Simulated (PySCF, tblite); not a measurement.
Isomers of C2H13NO2Si4, one GFN2-xTB conformer each. Single-point energies are computed at PBE0/pcSseg-1 (PySCF, gas phase, no added dispersion term), electronic only.

**Question.** Rank them by PBE0/pcSseg-1 energy, lowest first (kJ/mol).
A. `[CH2:1]=[CH:2][Si@H:3]([O:4][SiH3:5])[N:6]([SiH3:7])[SiH2:8][OH:9]` with C1–C2–Si3–O4 -31°, C2–Si3–O4–Si5 39°, C2–Si3–N6–Si7 115°, Si3–N6–Si8–O9 -2°, N6–Si8–O9–H -178°
B. `[O:1]=[CH:2][C@H:3]([SiH3:4])[O:5][SiH2:6][N:7]([SiH3:8])[SiH3:9]` with O1–C2–C3–Si4 111°, C2–C3–O5–Si6 -15°, C3–O5–Si6–N7 91°, O5–Si6–N7–Si8 -1°

**Answer.** A (0.0), B (280.0).

As drawn, the lower has an O–H bond and a C=C bond outside aromatic rings, which the higher lacks; the higher has a C=O bond, which the lower lacks. GFN2-xTB itself gives, in the same order: 0.0, 239.4. Both levels put the same isomer lowest.

**Question.** Which frontier levels, dipoles and rotational constants go with these structures?

**Answer.** 
```tsv
SMILES	HOMO (eV, PBE0/pcSseg-1)	LUMO (eV)	dipole (D)	A, B, C (MHz)
C=C[Si@H](O[SiH3])N([SiH3])[SiH2]O	-7.29	-0.40	1.70	1161, 614.5, 446.2
O=C[C@H]([SiH3])O[SiH2]N([SiH3])[SiH3]	-7.20	-1.32	3.24	1485, 538.6, 486.0
```

**Question.** What happens when harmonic zero-point energies from GFN2-xTB frequencies are added?

**Answer.** 
```json
{"SMILES": "C=C[Si@H](O[SiH3])N([SiH3])[SiH2]O", "ZPE (kJ/mol)": "365.1", "electronic (kJ/mol)": "0.0", "with ZPE (kJ/mol)": "0.0"}
{"SMILES": "O=C[C@H]([SiH3])O[SiH2]N([SiH3])[SiH3]", "ZPE (kJ/mol)": "354.2", "electronic (kJ/mol)": "280.0", "with ZPE (kJ/mol)": "269.0"}
```

The zero-point energies span 10.9 kJ/mol. The order is unchanged.
